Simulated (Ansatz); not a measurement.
Reaction (hydrogenolysis of the Si–O bond): `C[SiH](N)O[SiH3]` + H₂ → `C[SiH2]N` + `O[SiH3]`

Gas-phase electronic energies from Ansatz, PBE0-D4/def2-TZVP geometries. CBS: MP2 limit from def2 TZ/QZ plus the TZ coupled-cluster correction, frozen cores. This one scheme is used for every species. Functionals use def2-TZVPP. B3LYP here is the variant with VWN-RPA as its local correlation; programs differ in this. Each species was taken in one conformer, which may not be the lowest.

| level | ΔE (kcal/mol) | difference from CCSD(T)/CBS |
| --- | --- | --- |
| PBE0-D4 | 26.1 | -1.8 |
| B3LYP-D4 | 28.3 | 0.4 |
| B2PLYP | 26.7 | -1.2 |
| r2SCAN | 27.7 | -0.2 |
| PBE0 | 24.1 | -3.8 |
| CCSD(T)/def2-TZVPP | 27.4 | -0.5 |
| HF/def2-QZVPP | 25.9 | -2.0 |
| SCS-MP2/def2-QZVPP | 28.2 | 0.3 |
| HF/CBS(def2) | 26.0 | -1.9 |
| CCSD/CBS(def2) | 27.3 | -0.6 |
| CCSD(T)/CBS | 27.9 | 0 |

Largest T1 diagnostic among the species: 0.011.

In def2-TZVPP, CCSD(T) changes the Hartree–Fock value by +1.8 kcal/mol (the triples alone add +0.6 kcal/mol) and MP2 by +3.2 kcal/mol. The D4 term adds +3.4 kcal/mol with B3LYP and +2.0 kcal/mol with PBE0; it sums over pairs of atoms, weighted by their polarisabilities, and B3LYP, whose exchange is more repulsive, gets the larger term.
